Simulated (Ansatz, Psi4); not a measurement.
Internal rotation in SMILES C=Cc1cccc(C#N)c1 (C9H7N). Scanned: dihedral C1–C2–C3–C4; all other coordinates were relaxed at B3LYP-D3(BJ)/def2-SVP. Points at φ and −φ are mirror images. Heavy atoms are numbered in the order of the SMILES C=Cc1cccc(C#N)c1, hydrogens after them in the order of the atoms that carry them; the mirror image has the same energies with the sign of each dihedral reversed.

- PBE/def2-TZVP // B3LYP-D3(BJ)/def2-SVP (Psi4)
- PBE-D3(BJ)/def2-TZVP // B3LYP-D3(BJ)/def2-SVP (Psi4)
- wB97X-D/def2-TZVP // B3LYP-D3(BJ)/def2-SVP (Psi4)
- CCSD(T)/cc-pVDZ = CCSD(T) on RHF/cc-pVDZ, frozen core // B3LYP-D3(BJ)/def2-SVP run with Ansatz (a program for electronic structure)

Energies relative to the lowest point of each profile, in eV; the last columns give the difference from CCSD(T):

| φ / ° | PBE/def2-TZVP | PBE-D3(BJ)/def2-TZVP | wB97X-D/def2-TZVP | CCSD(T)/cc-pVDZ | PBE/def2-TZVP − CCSD(T)/cc-pVDZ | PBE-D3(BJ)/def2-TZVP − CCSD(T)/cc-pVDZ | wB97X-D/def2-TZVP − CCSD(T)/cc-pVDZ |
|---|---|---|---|---|---|---|---|
| -165 | 0.002 | 0.001 | 0.000 | 0.000 | 0.002 | 0.001 | 0.000 |
| -135 | 0.051 | 0.051 | 0.029 | 0.028 | 0.023 | 0.022 | 0.001 |
| -105 | 0.159 | 0.160 | 0.116 | 0.109 | 0.050 | 0.051 | 0.007 |
| -75 | 0.159 | 0.161 | 0.120 | 0.109 | 0.050 | 0.052 | 0.011 |
| -45 | 0.053 | 0.053 | 0.035 | 0.030 | 0.023 | 0.023 | 0.005 |
| -15 | 0.000 | 0.000 | 0.000 | 0.001 | -0.001 | -0.001 | -0.001 |
| 15 | 0.000 | 0.000 | 0.000 | 0.001 | -0.001 | -0.001 | -0.001 |
| 45 | 0.053 | 0.053 | 0.035 | 0.030 | 0.023 | 0.023 | 0.005 |
| 75 | 0.159 | 0.161 | 0.120 | 0.109 | 0.050 | 0.052 | 0.011 |
| 105 | 0.159 | 0.160 | 0.116 | 0.109 | 0.050 | 0.051 | 0.007 |
| 135 | 0.051 | 0.051 | 0.029 | 0.028 | 0.023 | 0.022 | 0.001 |
| 165 | 0.002 | 0.001 | 0.000 | 0.000 | 0.002 | 0.001 | 0.000 |

PBE/def2-TZVP is furthest from CCSD(T)/cc-pVDZ at -75 (0.050 eV, above); its mean absolute difference over the points is 0.025 eV.

PBE-D3(BJ)/def2-TZVP is furthest from CCSD(T)/cc-pVDZ at -75 (0.052 eV, above); its mean absolute difference over the points is 0.025 eV.

wB97X-D/def2-TZVP is furthest from CCSD(T)/cc-pVDZ at -75 (0.011 eV, above); its mean absolute difference over the points is 0.004 eV.
